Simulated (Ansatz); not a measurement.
System: sum formula Si2H3F2 (charge 0, doublet). It need not be the lowest isomer of its formula. 
Structure (B3LYP-D3(BJ)/def2-TZVP (Ansatz, a quantum-chemistry and plane-wave program) minimum search):
SMILES: F[SiH](F)[SiH2]
```xyz
7

F     -1.2098    -1.0208     0.8096
Si    -0.5018    -0.1722    -0.3449
F     -1.1839     1.2729    -0.3733
Si     1.7470     0.0865     0.2060
H     -0.8336    -0.8289    -1.6256
H      2.4836     0.9633    -0.7370
H      2.4591    -1.2032     0.3803
```
Charge 0, spin multiplicity 2.

Basis-set convergence of Hartree-Fock and CCSD(T) correlation energies (hartree) with Ansatz. Valence correlation only, unless marked. UHF or UKS for open shells. No spin-orbit coupling. No relativistic terms.

| basis | functions | E(HF) | E(corr, CCSD(T)) |
|---|---|---|---|
| aug-cc-pV(D+d)Z | 137 | -778.61668 | -0.64479 |
| aug-cc-pV(T+d)Z | 271 | -778.70233 | -0.79446 |
| aug-cc-pV(Q+d)Z | 476 | -778.72439 | -0.84637 |

Extrapolating the two largest sets (X = 3 and 4) as X^-3: E(corr) = (64·(-0.84637) - 27·(-0.79446))/37 = -0.8843 Eh, an estimate of the basis-set limit. The largest set recovers 95.7 % of it, the smallest 72.9 %.
